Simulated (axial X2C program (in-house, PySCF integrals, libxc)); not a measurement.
SrS: cheaper levels and CCSD(T), 2c

Calculated with an in-house relativistic program for diatomic molecules. Two-component (2c) means X2C with spin–orbit coupling and atomic mean-field two-electron Coulomb and Gaunt terms. Basis: Sr dyall-cv4z [13s14p9d7f5g], S dyall-av4z [10s9p4d3f2g] (cores contracted in-house); Gaussian nuclei, density fitting, unrestricted open shells. Masses: Sr 87.906 u, S 31.972 u.

State: Ω = 0 (closed shell); fragments Sr + S.

```json
{"level": "PBE0", "Re (Å)": "2.418", "ωe (cm⁻¹)": "406.1", "De (eV)": "3.65"}
{"level": "HF", "Re (Å)": "2.462", "ωe (cm⁻¹)": "405.6", "De (eV)": "1.51"}
{"level": "MP2", "Re (Å)": "2.435", "ωe (cm⁻¹)": "391.6", "De (eV)": "3.58"}
{"level": "CCSD", "Re (Å)": "2.441", "ωe (cm⁻¹)": "398.5", "De (eV)": "3.14"}
{"level": "PBE50", "Re (Å)": "2.406", "ωe (cm⁻¹)": "421.4", "De (eV)": "3.45"}
{"level": "PBE", "Re (Å)": "2.434", "ωe (cm⁻¹)": "388.8", "De (eV)": "3.93"}
{"level": "r2SCAN", "Re (Å)": "2.426", "ωe (cm⁻¹)": "401.7", "De (eV)": "4.03"}
```

Correlated methods: 16 electrons correlated (number of frozen shells: Sr 3 s, 2 p, 1 d; S 2 s, 1 p), 432 virtual spin orbitals or spinors in MP2, 180 natural virtuals in coupled cluster.

CCSD(T), same Hamiltonian and basis:

Re = 2.450 Å, ωe = 385.5 cm⁻¹, De = 3.38 eV; T1 = 0.022 (Lee–Taylor normalisation).

Task: Give the differences from CCSD(T) in the columns below.

Result: 

```json
{"level": "PBE0", "ΔRe (Å)": "-0.032", "Δωe (cm⁻¹)": "21", "ΔDe (eV)": "0.27"}
{"level": "HF", "ΔRe (Å)": "0.012", "Δωe (cm⁻¹)": "20", "ΔDe (eV)": "-1.87"}
{"level": "MP2", "ΔRe (Å)": "-0.015", "Δωe (cm⁻¹)": "6", "ΔDe (eV)": "0.20"}
{"level": "CCSD", "ΔRe (Å)": "-0.009", "Δωe (cm⁻¹)": "13", "ΔDe (eV)": "-0.24"}
{"level": "PBE50", "ΔRe (Å)": "-0.044", "Δωe (cm⁻¹)": "36", "ΔDe (eV)": "0.07"}
{"level": "PBE", "ΔRe (Å)": "-0.016", "Δωe (cm⁻¹)": "3", "ΔDe (eV)": "0.55"}
{"level": "r2SCAN", "ΔRe (Å)": "-0.024", "Δωe (cm⁻¹)": "16", "ΔDe (eV)": "0.65"}
```

The state is a single determinant with fixed occupations, the lowest that a limited PBE0 search found. The closed shell is kept restricted, so the energy runs too high when the bond is stretched far. De is counted from the lowest determinant-based energies of the atoms at the same level, without counterpoise correction. CCSD and (T) use frozen natural virtuals with an MP2 correction for the truncation; (T) itself is uncorrected, so its De runs slightly low. A 2c atom that is not at its ground J level misses part of its spin–orbit lowering, and De is too large by that part (0.04 eV or less for light atoms). This holds for PBE0, PBE50, PBE, r2SCAN. Without a current term, density functionals place determinants with orbital angular momentum somewhat too high. Some points did not converge and are left out. The stretched end of a curve changes character and is left out.
